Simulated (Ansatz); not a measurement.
A nudged elastic band was laid between two geometries of C2H9OSbSi (14 atoms, charge 0, multiplicity 1).

These are results of RKS PBE/def2-SVP (Ansatz 0.2.0), not measurements.

```
movable images  : 5
climbing image  : yes
spring          : 5.0 eV/Å²
optimiser       : quadratic models (default)
start path      : IDPP
force threshold : 0.03 eV/Å
iteration limit : 60
end points      : relaxed
```

Initial state:

```xyz
14
Properties=species:S:1:pos:R:3
C -1.519 0.882 1.485
O -0.195 0.550 1.132
C -0.074 -0.234 -0.032
Si 1.652 -1.040 -0.035
Sb -0.420 1.002 -1.921
H -2.022 1.479 0.685
H -2.139 -0.027 1.678
H -1.478 1.490 2.410
H -0.862 -1.026 -0.084
H 2.711 0.025 -0.023
H 1.793 -1.883 -1.272
H 1.829 -1.914 1.181
H 1.279 1.087 -2.268
H -0.567 -0.420 -2.906
```

Final state:

```xyz
14
Properties=species:S:1:pos:R:3
C -1.563 0.681 1.125
O -0.192 0.422 0.911
C 0.100 -0.450 -0.151
Si 1.852 -1.152 0.125
Sb -0.006 0.450 -2.252
H -2.029 1.195 0.251
H -2.135 -0.258 1.323
H -1.640 1.341 2.011
H -0.626 -1.300 -0.206
H 2.872 -0.049 0.072
H 2.145 -2.147 -0.967
H 1.942 -1.838 1.462
H 0.812 1.882 -1.717
H -1.546 1.195 -1.955
```

(1) What changes between the two ends?

(2) What energy profile does the band end with?

(3) What is the geometry of the highest image?

The band took 9 iterations and of the order of 3 core-minutes.

Results:

(1) No bond is made or broken. The height of Sb5 over the plane of its neighbours goes from 1.05 to -1.05 Å.

(2) It converged. The highest image is number 3 of 0 to 6, 169.5 kJ/mol above the first end and 166.9 kJ/mol above the last; the last end lies 2.6 kJ/mol above the first. Neighbouring images differ by up to 1.4 eV, so the band resolves the path poorly. A vibrational analysis at the climbing image gives one clearly imaginary mode, 831i cm⁻¹: a first-order saddle point.

```tsv
image	path coordinate (Å)	energy (kJ/mol)	height of Sb5 over the plane of its neighbours (Å)
0	0.00	0.0	1.05
1	0.76	2.7	1.02
2	1.53	30.3	0.80
3	2.29	169.5	0.01
4	2.99	44.3	-0.72
5	3.69	8.8	-0.99
6	4.38	2.6	-1.05
```

(3) 
```xyz
14
Properties=species:S:1:pos:R:3:forces:R:3
C -1.630 0.759 1.306 0.00 0.00 0.00
O -0.279 0.336 1.205 0.00 -0.01 0.00
C 0.035 -0.426 0.108 -0.01 0.01 0.02
Si 1.823 -1.106 0.182 0.02 -0.01 0.00
Sb -0.047 0.654 -1.883 -0.01 0.01 -0.01
H -1.881 1.404 0.429 0.00 0.00 0.00
H -2.327 -0.110 1.328 0.00 0.00 0.00
H -1.724 1.337 2.244 0.00 0.00 0.00
H -0.715 -1.223 -0.119 0.00 0.01 -0.01
H 2.801 -0.010 -0.131 0.00 0.00 0.00
H 1.942 -2.240 -0.791 0.00 0.00 0.00
H 2.096 -1.609 1.580 0.00 0.00 0.00
H 1.131 1.767 -2.361 -0.01 -0.01 0.00
H -1.237 0.439 -3.068 0.01 0.00 0.00
```

Time of the run: 95 s on 2 threads of AMD EPYC 9R14 (Zen 4) (shared host), peak memory 0.2 GiB.
